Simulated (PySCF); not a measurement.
C₂H₃N₃, triplet, at a GFN2-xTB geometry (a higher spin typed on purpose: for a closed-shell molecule this is an excited state); PBE-D3BJ/6-31G** in PySCF.

Input for PySCF:
```python
from pyscf import gto, scf, dft

mol = gto.M(
    atom='''
C     1.171013    0.004751   -0.092470
N     0.446365    1.083380   -0.115987
C    -0.856665    0.747767    0.092638
N    -0.942221   -0.666660    0.207449
N     0.377843   -1.083067    0.014059
H     2.229201   -0.057500   -0.215749
H    -1.680901    1.382009   -0.145967
H    -1.608295   -1.175186   -0.377944
''',
    basis='6-31g**',
    charge=0,
    spin=2,
    verbose=4,
)

mf = dft.UKS(mol)
mf.xc = 'pbe'
mf.disp = 'd3bj'
mf.kernel()
mf.analyze()
```

Question: Predict the main parts of the log of this PySCF run.

Answer: 
```
PySCF version 2.14.0

[INPUT] verbose = 4
[INPUT] num. atoms = 8
[INPUT] num. electrons = 36
[INPUT] charge = 0
[INPUT] spin (= nelec alpha-beta = 2S) = 2
[INPUT] symmetry False subgroup None
[INPUT] Mole.unit = angstrom
[INPUT] Symbol           X                Y                Z      unit          X                Y                Z       unit  Magmom
[INPUT]  1 C      1.171013000000   0.004751000000  -0.092470000000 AA    2.212893858305   0.008978088818  -0.174742974739 Bohr   0.0
[INPUT]  2 N      0.446365000000   1.083380000000  -0.115987000000 AA    0.843507601591   2.047291488831  -0.219183664010 Bohr   0.0
[INPUT]  3 C     -0.856665000000   0.747767000000   0.092638000000 AA   -1.618862230501   1.413074834988   0.175060448727 Bohr   0.0
[INPUT]  4 N     -0.942221000000  -0.666660000000   0.207449000000 AA   -1.780539638814  -1.259804818203   0.392021794815 Bohr   0.0
[INPUT]  5 N      0.377843000000  -1.083067000000   0.014059000000 AA    0.714019788084  -2.046700004554   0.026567659585 Bohr   0.0
[INPUT]  6 H      2.229201000000  -0.057500000000  -0.215749000000 AA    4.212579366607  -0.108659252162  -0.407706521649 Bohr   0.0
[INPUT]  7 H     -1.680901000000   1.382009000000  -0.145967000000 AA   -3.176442532508   2.611618511684  -0.275837653224 Bohr   0.0
[INPUT]  8 H     -1.608295000000  -1.175186000000  -0.377944000000 AA   -3.039237077507  -2.220779685423  -0.714210650423 Bohr   0.0

nuclear repulsion = 163.073206858959
number of shells = 39
number of NR pGTOs = 156
number of NR cGTOs = 85
basis = 6-31g**
ecp = {}

******** <class 'pyscf.dft.uks.UKS'> ********
method = UKS
initial guess = minao
damping factor = 0
level_shift factor = 0
DIIS = <class 'pyscf.scf.diis.CDIIS'>
diis_start_cycle = 1
diis_space = 8
diis_damp = 0
SCF conv_tol = 1e-09
SCF conv_tol_grad = None
SCF max_cycles = 50
direct_scf = True
direct_scf_tol = 1e-13
number electrons alpha = 19  beta = 17
XC library pyscf.dft.libxc version 7.1.2
    S. Lehtola, C. Steigemann, M. J. T. Oliveira, and M. A. L. Marques,  SoftwareX 7, 1–5 (2018)
XC functionals = pbe
    J. P. Perdew, K. Burke, and M. Ernzerhof,  Phys. Rev. Lett. 77, 3865 (1996)
    J. P. Perdew, K. Burke, and M. Ernzerhof,  Phys. Rev. Lett. 78, 1396 (1997)
    J. P. Perdew, K. Burke, and M. Ernzerhof,  Phys. Rev. Lett. 77, 3865 (1996)
    J. P. Perdew, K. Burke, and M. Ernzerhof,  Phys. Rev. Lett. 78, 1396 (1997)
radial grids:
    Treutler-Ahlrichs [JCP 102, 346 (1995); DOI:10.1063/1.469408] (M4) radial grids

becke partition: Becke, JCP 88, 2547 (1988); DOI:10.1063/1.454033
pruning grids: <function nwchem_prune>
grids dens level: 3
symmetrized grids: False
atomic radii adjust function: <function treutler_atomic_radii_adjust>
small_rho_cutoff = 0
Set gradient conv threshold to 3.16228e-05
tot grids = 99368
Calc dispersion correction with DFTD3.
Parameters: xc=pbe, version=d3bj, atm=False
init E= -242.648240399745

cycle= 1 E= -241.774894081068  delta_E= 0.873  |g|= 0.28  |ddm|= 2.31

cycle= 2 E= -241.339160109084  delta_E= 0.436  |g|= 0.917  |ddm|= 1.29

cycle= 3 E= -241.76482436558  delta_E= -0.426  |g|= 0.306  |ddm|= 1.16

cycle= 4 E= -241.801830455997  delta_E= -0.037  |g|= 0.17  |ddm|= 0.676

cycle= 5 E= -241.814342462301  delta_E= -0.0125  |g|= 0.0749  |ddm|= 0.372

cycle= 6 E= -241.816669784146  delta_E= -0.00233  |g|= 0.0356  |ddm|= 0.114

cycle= 7 E= -241.817273605483  delta_E= -0.000604  |g|= 0.0111  |ddm|= 0.048

cycle= 8 E= -241.817331110653  delta_E= -5.75e-05  |g|= 0.00425  |ddm|= 0.0171

cycle= 9 E= -241.817338177352  delta_E= -7.07e-06  |g|= 0.00225  |ddm|= 0.00682

cycle= 10 E= -241.817340594161  delta_E= -2.42e-06  |g|= 0.00092  |ddm|= 0.0041

cycle= 11 E= -241.81734097776  delta_E= -3.84e-07  |g|= 0.000416  |ddm|= 0.00129

cycle= 12 E= -241.817341066381  delta_E= -8.86e-08  |g|= 0.000159  |ddm|= 0.000817

cycle= 13 E= -241.817341080549  delta_E= -1.42e-08  |g|= 6.34e-05  |ddm|= 0.000363

cycle= 14 E= -241.817341082728  delta_E= -2.18e-09  |g|= 2.01e-05  |ddm|= 0.000156

cycle= 15 E= -241.817341082916  delta_E= -1.87e-10  |g|= 7.3e-06  |ddm|= 3.32e-05

Extra cycle  E= -241.817341082679  delta_E= 2.37e-10  |g|= 2.28e-05  |ddm|= 3.99e-05
converged SCF energy = -241.817341082679  <S^2> = 2.006185  2S+1 = 3.0041205
**** SCF Summaries ****
Total Energy =                        -241.817341082678581
Nuclear Repulsion Energy =             163.073206858958656
One-electron Energy =                 -649.929902410518253
Two-electron Energy =                  245.045180570798919
Two-electron Coulomb Energy =          277.463621302755712
DFT Exchange-Correlation Energy =      -32.418440731956800
Empirical Dispersion Energy =           -0.005826101917924
**** MO energy ****
                             alpha | beta                alpha | beta
MO #1   energy= -14.0584366501493  | -14.0537948702575  occ= 1 | 1
MO #2   energy= -14.0451415733913  | -14.0309342519209  occ= 1 | 1
MO #3   energy= -14.0011374250595  | -13.9994182777622  occ= 1 | 1
MO #4   energy= -9.95606240632129  | -9.95272298589579  occ= 1 | 1
MO #5   energy= -9.9559148189228   | -9.94449523673011  occ= 1 | 1
MO #6   energy= -0.982300635867924 | -0.966143358887131 occ= 1 | 1
MO #7   energy= -0.82142631992834  | -0.811293973788105 occ= 1 | 1
MO #8   energy= -0.756531106409041 | -0.732067579071538 occ= 1 | 1
MO #9   energy= -0.589248503919505 | -0.573458433263491 occ= 1 | 1
MO #10  energy= -0.558120282144682 | -0.546286960841796 occ= 1 | 1
MO #11  energy= -0.494978093996431 | -0.484073031926615 occ= 1 | 1
MO #12  energy= -0.445731316136724 | -0.428998545953676 occ= 1 | 1
MO #13  energy= -0.409919025456996 | -0.397457431431347 occ= 1 | 1
MO #14  energy= -0.394489842297581 | -0.369754783155792 occ= 1 | 1
MO #15  energy= -0.298641525909554 | -0.279127360782694 occ= 1 | 1
MO #16  energy= -0.274094333159596 | -0.251200962325138 occ= 1 | 1
MO #17  energy= -0.265370767245632 | -0.214685601588558 occ= 1 | 1
MO #18  energy= -0.227487772239854 | -0.201562535693154 occ= 1 | 0
MO #19  energy= -0.0910138033993682 | -0.030594078339309 occ= 1 | 0
MO #20  energy= -0.00660945548564928 | 0.0267219592727508 occ= 0 | 0
MO #21  energy= 0.0569228489961811 | 0.0682228001158252 occ= 0 | 0
MO #22  energy= 0.099552358285417  | 0.108447945953542  occ= 0 | 0
MO #23  energy= 0.105753903624674  | 0.117606898099414  occ= 0 | 0
MO #24  energy= 0.145528064379937  | 0.15854146577492   occ= 0 | 0
MO #25  energy= 0.166548339612905  | 0.178828165241169  occ= 0 | 0
MO #26  energy= 0.240770495693364  | 0.257386248949769  occ= 0 | 0
MO #27  energy= 0.267953511293903  | 0.280869620151412  occ= 0 | 0

To work with the spin densities directly, `use mulliken_meta_spin()` only printing them here.

 ** Mulliken spin pop alpha/beta on meta-lowdin orthogonal AOs **
 ** Mulliken Spin Density (per AO)  **
spin_pop of  0 C 1s       -0.00000
spin_pop of  0 C 2s        0.00632
spin_pop of  0 C 3s       -0.00016
spin_pop of  0 C 2px       0.00432
spin_pop of  0 C 2py      -0.00027
spin_pop of  0 C 2pz       0.18477
spin_pop of  0 C 3px      -0.00000
spin_pop of  0 C 3py       0.00068
spin_pop of  0 C 3pz       0.00098
spin_pop of  0 C 3dxy      0.00012
spin_pop of  0 C 3dyz      0.00144
spin_pop of  0 C 3dz^2    -0.00019
spin_pop of  0 C 3dxz      0.00006
spin_pop of  0 C 3dx2-y2   -0.00011
spin_pop of  1 N 1s       -0.00000
spin_pop of  1 N 2s        0.00236
spin_pop of  1 N 3s        0.00016
spin_pop of  1 N 2px      -0.00892
spin_pop of  1 N 2py       0.05294
spin_pop of  1 N 2pz       0.05258
spin_pop of  1 N 3px       0.00001
spin_pop of  1 N 3py       0.00003
spin_pop of  1 N 3pz       0.00062
spin_pop of  1 N 3dxy     -0.00001
spin_pop of  1 N 3dyz      0.00009
spin_pop of  1 N 3dz^2     0.00005
spin_pop of  1 N 3dxz      0.00071
spin_pop of  1 N 3dx2-y2   -0.00008
spin_pop of  2 C 1s       -0.00001
spin_pop of  2 C 2s        0.04089
spin_pop of  2 C 3s       -0.00024
spin_pop of  2 C 2px       0.01093
spin_pop of  2 C 2py       0.05060
spin_pop of  2 C 2pz       0.64094
spin_pop of  2 C 3px      -0.00016
spin_pop of  2 C 3py       0.00081
spin_pop of  2 C 3pz       0.00290
spin_pop of  2 C 3dxy      0.00006
spin_pop of  2 C 3dyz      0.00023
spin_pop of  2 C 3dz^2    -0.00067
spin_pop of  2 C 3dxz      0.00006
spin_pop of  2 C 3dx2-y2   -0.00007
spin_pop of  3 N 1s       -0.00000
spin_pop of  3 N 2s        0.03955
spin_pop of  3 N 3s        0.00148
spin_pop of  3 N 2px      -0.00189
spin_pop of  3 N 2py       0.00074
spin_pop of  3 N 2pz       0.17948
spin_pop of  3 N 3px       0.00096
spin_pop of  3 N 3py       0.00081
spin_pop of  3 N 3pz       0.00173
spin_pop of  3 N 3dxy     -0.00006
spin_pop of  3 N 3dyz      0.00018
spin_pop of  3 N 3dz^2    -0.00035
spin_pop of  3 N 3dxz      0.00018
spin_pop of  3 N 3dx2-y2   -0.00011
spin_pop of  4 N 1s       -0.00001
spin_pop of  4 N 2s        0.03356
spin_pop of  4 N 3s        0.00014
spin_pop of  4 N 2px       0.02529
spin_pop of  4 N 2py       0.12161
spin_pop of  4 N 2pz       0.53836
spin_pop of  4 N 3px       0.00037
spin_pop of  4 N 3py      -0.00031
spin_pop of  4 N 3pz       0.00250
spin_pop of  4 N 3dxy     -0.00008
spin_pop of  4 N 3dyz      0.00049
spin_pop of  4 N 3dz^2    -0.00008
spin_pop of  4 N 3dxz      0.00015
spin_pop of  4 N 3dx2-y2   -0.00006
spin_pop of  5 H 1s       -0.00900
spin_pop of  5 H 2s        0.00007
spin_pop of  5 H 2px      -0.00003
spin_pop of  5 H 2py       0.00001
spin_pop of  5 H 2pz       0.00014
spin_pop of  6 H 1s       -0.01977
spin_pop of  6 H 2s        0.00025
spin_pop of  6 H 2px      -0.00003
spin_pop of  6 H 2py       0.00000
spin_pop of  6 H 2pz       0.00045
spin_pop of  7 H 1s        0.03816
spin_pop of  7 H 2s        0.00015
spin_pop of  7 H 2px       0.00004
spin_pop of  7 H 2py       0.00005
spin_pop of  7 H 2pz       0.00009
 ** Mulliken Spin Density (per atom)  **
spin density of  0 C =      0.19795
spin density of  1 N =      0.10054
spin density of  2 C =      0.74627
spin density of  3 N =      0.22271
spin density of  4 N =      0.72194
spin density of  5 H =     -0.00881
spin density of  6 H =     -0.01910
spin density of  7 H =      0.03850
 ** Mulliken pop alpha/beta on meta-lowdin orthogonal AOs **
 ** Mulliken pop       alpha | beta **
In total            19.00000 | 17.00000
 ** Mulliken atomic charges   ( Nelec_alpha | Nelec_beta ) **
charge of  0C =      0.04120  (     3.07838      2.88042 )
charge of  1N =     -0.22690  (     3.66372      3.56318 )
charge of  2C =     -0.01221  (     3.37924      2.63297 )
charge of  3N =     -0.16751  (     3.69511      3.47240 )
charge of  4N =     -0.14936  (     3.93565      3.21371 )
charge of  5H =      0.14802  (     0.42158      0.43039 )
charge of  6H =      0.13822  (     0.42134      0.44044 )
charge of  7H =      0.22853  (     0.40498      0.36649 )
Dipole moment(X, Y, Z, Debye): -1.15145, -0.44172, -0.78600
```
